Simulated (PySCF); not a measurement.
# Vertical excitation energies

C3H12Si3.
Numbering: `[SiH3:1][SiH:2]([SiH3:3])[CH:4]1[CH2:5][CH2:6]1` (hydrogens: H7, H8, H9 on Si1; H10 on Si2; H11, H12, H13 on Si3; H14 on C4; H15, H16 on C5; H17, H18 on C6)

Theory: TDDFT CAM-B3LYP/def2-SVPD, vertical, gas phase, core orbitals frozen in the response in PySCF 2.14.0, density-fitted response routines. Geometry: PBE0-D3(BJ)/def2-SVP, one conformer, isolated molecule. Torsions of this conformer, `[SiH3:1][SiH:2]([SiH3:3])[CH:4]1[CH2:5][CH2:6]1`: Si1–Si2–C4–C5 84°.

Question: Predict the UV-vis stick spectrum at this level.

Answer: 

| state | E (eV) | E (kJ/mol) | λ (nm) | f | symmetry | main configurations (H = HOMO, L = LUMO) |
| --- | --- | --- | --- | --- | --- | --- |
| S1 | 6.54 | 631 | 189.7 | 0.037 | A″ | H→L+1 (57%), H→L (21%), H→L+3 (13%) |
| S2 | 6.69 | 645 | 185.4 | 0.131 | A″ | H→L (60%), H→L+1 (14%), H→L+3 (11%) |
| S3 | 7.21 | 696 | 171.9 | 0.056 | A′ | H→L+2 (62%), H→L+5 (25%) |
| S4 | 7.24 | 699 | 171.2 | 0.019 | A″ | H→L+3 (65%), H→L+1 (22%) |
| S5 | 7.34 | 708 | 168.9 | 0.031 | A′ | H-1→L (61%), H-1→L+1 (19%) |
| S6 | 7.40 | 714 | 167.6 | 0.099 | A′ | H→L+5 (48%), H-1→L+1 (17%), H-1→L (12%) |

The lowest singlet comes at 190 nm (631 kJ/mol) in the vacuum ultraviolet; it is of moderate strength; its leading configuration is HOMO→LUMO+1 (57%). The most intense listed level is S2 at 6.69 eV (185 nm, f = 0.131), 0.15 eV above S1. Löwdin shares by element: HOMO silicon 62%, carbon 9% or more (atoms not listed hold the other 29%); LUMO silicon 64%, hydrogen 11% or more (atoms not listed hold the other 25%). The oscillator strengths of these states sum to 0.374; summed over the whole spectrum of an exact calculation they would give the number of electrons, 72 (Thomas–Reiche–Kuhn). Of the 6 states listed, 6 reach f = 0.01 and none stays under 0.0005. The listed states span 0.86 eV, and the widest gap between neighbours is 0.53 eV (S2 to S3). Symmetry labels in Cs follow from the direction of the transition dipole and are given only for states with f of 0.002 or more. Singlets were solved by full linear response.

Hardware: Arm Neoverse V2, one thread, no GPU (shared host). Cost: 47 s of wall time.
